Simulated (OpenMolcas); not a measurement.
## Levels of Ru+ by method

```yaml
Program: OpenMolcas 26.06
Basis: ANO-RCC-VTZP [7s6p4d2f1g]
Scalar_Hamiltonian: DKH2, point nucleus
Active_space: 7 electrons in 9 orbitals (RAS2 4d 5s; RAS3 5p, at most 2 electrons)
State_averaging: 2S+1 = 4 even, 60 roots; 2S+1 = 6 even, 6 roots kept (CI in the orbitals of an earlier block); 2S+1 = 2 even, 88 roots kept (CI in the orbitals of an earlier block); 2S+1 = 4 odd, 36 roots; 2S+1 = 8 odd, 3 roots kept (CI in the orbitals of an earlier block); 2S+1 = 6 odd, 15 roots kept (CI in the orbitals of an earlier block); 2S+1 = 2 odd, 9 roots kept (CI in the orbitals of an earlier block, 0 in the spin-orbit step)
Spin-orbit_coupling: state interaction with AMFI integrals over the reference wave functions, term energies averaged over their components
```

Methods on the same reference wave functions:
A. RASSCF
B. SS-RASPT2, IPEA 0.25 Eh, imaginary shift 0.1 Eh (closed shells correlated: 4s 4p)
C. MS-RASPT2, IPEA 0.25 Eh, imaginary shift 0.1 Eh (closed shells correlated: 4s 4p)

Energies in eV above 4d⁷ ⁴F_9/2, the measured ground level; measured values from NIST Handbook of Basic Atomic Spectroscopic Data.

```tsv
Level	A	B	C	Measured
4d⁶ 5s ⁶D_9/2 [63 %]	-0.0579	0.759	0.766	1.1346
4d⁷ ⁴F_9/2 [63 %]	0.0000	0.0000	0.0000	0.0000
4d⁶ 5s ⁶D_7/2	0.0782	0.878	0.885	1.2585
4d⁶ 5s ⁶D_5/2 [69 %]	0.1618	0.918	0.975	1.3454
4d⁷ ⁴F_7/2	0.1810	0.2022	0.2036	0.1888
4d⁶ 5s ⁶D_3/2 [66 %]	0.2170	0.959	1.033	1.4015
4d⁶ 5s ⁶D_1/2 [59 %]	0.2491	1.004	1.084	1.4387
4d⁷ ⁴F_5/2	0.3115	0.333	0.335	0.3092
4d⁷ ⁴F_3/2	0.3960	0.413	0.417	0.3849
4d⁷ ⁴P_5/2 [69 %]	1.3312	1.054	0.883	1.0237
4d⁷ ⁴P_3/2 [55 %]	1.4026	1.123	0.920	1.0511
4d⁶ 5s ⁴D_7/2(1)	1.4565	2.005	2.013	2.4027
4d⁷ ⁴P_1/2 [56 %]	1.5269	1.242	1.011	1.1622
4d⁶ 5s ⁴D_5/2(1)	1.6055	2.161	2.168	2.5435
4d⁷ ²G_9/2	1.6487	1.369	1.377	
4d⁶ 5s ⁴D_3/2(1)	1.6731	2.263	2.268	2.6342
4d⁶ 5s ⁴D_1/2(1)	1.7219	2.313	2.321	2.6837
4d⁷ ²G_7/2	1.8275	1.548	1.557	
4d⁷ ²P_3/2 [57 %]	2.0347	1.605	1.600	
4d⁷ ²D_5/2	2.2375	1.807	1.816	
4d⁷ ²H_11/2	2.2568	1.911	1.919	
4d⁷ ²P_1/2	2.2892	1.849	1.854	
4d⁶ 5s ⁴H_13/2	2.3853	3.007	3.015	
4d⁶ 5s ⁴H_11/2	2.4146	3.025	3.033
```

A puts 4d⁶ 5s ⁶D_9/2 [63 %] lowest.

Deviations, from unrounded energies. A percentage is the sum of absolute deviations over the sum of measured energies, with the sign that they share, or ± where signs differ.

```csv
Against measurement,Levels,A,B,C
mean absolute deviation (cm-1),15,5800,2100,2100
fine structure of the ground term (%),3,±2.4,+7.3,+8.3
other terms of the ground configuration (%),3,+31.6,+5.6,-13.1
other configurations (%),9,-57.8,-21.3,-19.8
```

B, C lie about equally close to measurement and A furthest from it. The largest miss of C in the table is 4d⁶ 5s ⁴D_7/2(1), by -3100 cm-1. The ranking rests on the paired levels alone, and a cruder setting can come out closer through cancelling errors.

Between B and C the level of the table that moves most is 4d⁷ ⁴P_1/2 [56 %], by 1900 cm-1 (lowest in C, highest in B). Moves below CASPT2's spread within the term are not significant.

The two smallest mean deviations differ by little beside CASPT2's spread within terms, so their order carries little weight.

From A to B the spin-free energies of the other terms of 4d⁷ shown, above ⁴F, scale by factors of 0.72 to 0.82, as is usual when dynamic correlation screens the repulsion within a d or f shell.

The lowest spin-free term lies below A's lowest term by 0.486 hartree in B, 0.486 hartree in C.

CASPT2 does not keep the components of a term degenerate, so their means are used; among the terms shown or strongly mixed into the levels shown the widest spread is 1600 cm-1 (4d⁷ ⁴F, C). Some high roots are left out of the spin-orbit mixing, which shifts the levels that they would mix with. Terms from blocks run as CI alone lack orbitals of their own. Configurations are named by rounded mean occupations; where the s occupation lies near a half they are strongly mixed, a name can repeat and a true partner stay unpaired. A single d shell beside an s shell can misplace configurations of different d count against each other. Without dynamic correlation excited terms often stand tens of per cent too high (terms of higher spin than the ground term too low), and those without a measured partner can miss by more than the paired ones (holds for A). The lowest computed level is not the ground level that NIST lists (4F9/2) (holds for A). Some levels mix across a computed gap that differs much from the measured one, so their mixing is not that of the real levels (holds for B; C). Blocks of more than 70 roots (2S+1 = 2 even) ran without multistate coupling (holds for C). Measured partners are found by configuration, term and J. A level has none where our copy of the source lacks it or the pairing is in doubt (some pairs that miss far off the trend of their configuration count as doubtful), and it then counts in no deviation. Levels of configurations outside the active space are missing. Levels that lie high or do not pair safely by name in every column are left out.

A share in square brackets marks a mixed level and gives the weight of the term that names it, the lowest over the columns. A number in round brackets counts repeated terms of one configuration in the order of the reference energies.
